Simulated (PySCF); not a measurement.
Choosing a molecule for a target property.

All species are isolated and taken at one optimised geometry, non-relativistic unless stated. Electronic properties by PySCF.

The conformers computed, where there is a choice (atom-mapped SMILES and torsion angles):
- `[H]/[C:1]=[C:2](/[CH3:3])[C:4]1=[CH:5][C@@H:6]1[CH:7]=[CH2:8]`: C1–C2–C4–C5 174°, C5–C6–C7–C8 150°
- `[CH2:1]=[CH:2][C:3]=[CH:4][CH:5]=[C:6]1[CH2:7][CH2:8]1`: C3–C4–C5–C6 180°
- `[CH3:1][O:2][CH2:3][CH2:4][CH:5][OH:6]`: C1–O2–C3–C4 180°, O2–C3–C4–C5 67°, C3–C4–C5–O6 -54°, H–O6–C5–C4 16°

Question: Wanted: isotropic g value between 2.0023 and 2.003 (unrestricted B3LYP/pcH-1, mean-field spin–orbit) and smallest rotational constant above 1.1 GHz (GFN2-xTB), at GFN2-xTB geometries. Which candidate meets both?
A. `C=C[C]=CC=C1CC1` [radical]
B. `[H]/[C]=C(/C)C1=C[C@@H]1C=C` [radical]
C. `[CH2]c1ccc(C)cc1` [radical]
D. `[CH](CCOC)O` [radical]

Answer: C. Computed values:
```csv
species,isotropic g value,smallest rotational constant
[H]/[C]=C(/C)C1=C[C@@H]1C=C [radical],2.00226,1.008 GHz
C=C[C]=CC=C1CC1 [radical],2.00239,0.690 GHz
[CH2]c1ccc(C)cc1 [radical],2.00260,1.206 GHz
[CH](CCOC)O [radical],2.00322,1.809 GHz
```
